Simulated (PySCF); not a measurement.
Te(SH)(GeH3) (GeH4STe), SMILES S[Te][GeH3].

Coordinates come from a B3LYP-D3(BJ)/def2-SVP optimisation. This is a generated structure with no PubChem entry under its InChIKey; it may be hypothetical. The def2 effective core potentials stand for the cores of Te; spin–orbit coupling is left out. One conformer was computed; it need not be the lowest.

These are PBE/def2-TZVPD in PySCF values and carry that method's errors.

The molecule is in vacuum.

| Property | Value |
|---|---|
| total energy | -2745.16802 hartree |
| highest occupied level | -5.57 eV |
| lowest empty level | -2.96 eV |
| orbital gap | 2.61 eV |
| dipole moment | 1.26 D |
| quadrupole, principal values (traceless, Buckingham form, about the centre of nuclear charge) | -3.50, 0.21, 3.29 D·Å |
| mean static polarisability | 104.9 bohr³ (15.54 Å³) |
| polarisability, principal values | 82.6, 103.0, 129.1 bohr³ |
